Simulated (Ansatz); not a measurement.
H₇NSSi₂ (`N[SiH2]S[SiH3]`) from Hartree–Fock to CCSD(T)

Z-matrix (Å, degrees):
```
Si
S 1 2.154
N 1 1.707 2 113.7
H 1 1.486 2 106.2 3 -121.3
H 1 1.482 2 109.3 3 119.0
Si 2 2.132 1 97.2 3 145.8
H 3 1.007 1 120.7 2 -60.2
H 3 1.007 1 119.6 2 85.1
H 6 1.483 2 106.5 1 172.1
H 6 1.485 2 111.2 1 -68.4
H 6 1.486 2 111.3 1 52.8
```

Total charge 0; spin multiplicity 1. All single points use the PBE0-D4/def2-TZVP geometry. It is one conformer, not always the lowest. Frozen core, restricted reference, Ansatz 0.2.0. CBS rows extrapolate triple and quadruple zeta; past MP2 they add the triple-zeta difference.

| basis | HF (Eh) | MP2 corr. | CCSD corr. | (T) | CCSD(T) total |
| --- | --- | --- | --- | --- | --- |
| def2-TZVPP | ? | -0.64590 | -0.70405 | ? | ? |
| def2-QZVPP | -1034.09877 | -0.69692 | – | – | – |
| CBS(def2) | ? | -0.73472 | ? | as TZ | ? |

(1) Fill in the withheld values. (Estimate.)

Results:

(1) Ansatz gave: def2-TZVPP HF (Eh): -1034.06623; def2-TZVPP (T): -0.02802; def2-TZVPP CCSD(T) total: -1034.79830; CBS(def2) HF (Eh): -1034.10325; CBS(def2) CCSD corr.: -0.79287; CBS(def2) CCSD(T) total: -1034.92414.
